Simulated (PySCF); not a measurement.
# Hartree-Fock beside MP2: BCClH2

All numbers below are calculated, not measured. They come from PySCF 2.14.0, an open-source quantum chemistry program, on an isolated molecule that a program drew, which may never have been made. The molecule is BCClH2 (charge 0, singlet), drawn as the SMILES string `C=BCl`.

The geometry was optimised and harmonic frequencies were computed with HF and MP2, all in the cc-pV(D+d)Z basis, for the commonest isotopes, with a restricted reference for singlets and an unrestricted one otherwise, and a frozen core in MP2. Each result is a local minimum of its method.

Geometry at the HF minimum:
```xyz
5
BCClH2, angstrom
C    -1.5478   -0.8008   -0.4004
B    -2.0118    0.3526   -0.9995
Cl   -2.5832    1.7725   -1.7369
H    -0.4899   -1.0323   -0.3563
H    -2.2234   -1.5192    0.0489
```

Lengths of the bonds as drawn, in Å (atoms numbered as above):
| bond | HF | MP2 |
|---|---|---|
| C1-B2 | 1.380 | 1.399 |
| B2-Cl3 | 1.699 | 1.696 |
| C1-H4 | 1.084 | 1.095 |
| C1-H5 | 1.084 | 1.095 |

Rotational constants, in GHz:
| constant | HF | MP2 |
|---|---|---|
| A | 294.5 | 287.2 |
| B | 4.759 | 4.717 |
| C | 4.684 | 4.641 |

Harmonic frequencies in cm^-1, each column in rising order, so a row needn't be the same motion in every method:
| rank | HF | MP2 |
|---|---|---|
| 1 | 293 | 262 |
| 2 | 350 | 310 |
| 3 | 690 | 630 |
| 4 | 784 | 680 |
| 5 | 787 | 715 |
| 6 | 1419 | ? |
| 7 | 1735 | 1649 |
| 8 | 3307 | 3207 |
| 9 | 3391 | 3304 |

**Estimate the missing MP2 frequency from the HF column.**

A single factor s that minimises the squared misfit of MP2 against s times HF over the other rows is sum(HF x MP2) / sum(HF^2) = 0.9643, with an rms misfit of 39 cm^-1. For rank 6 it gives 0.9643 x 1419 = 1368 cm^-1. The calculation gives 1309 cm^-1, 59 cm^-1 below the estimate. The drawn bonds are on average 0.8 % longer in MP2 than in HF.
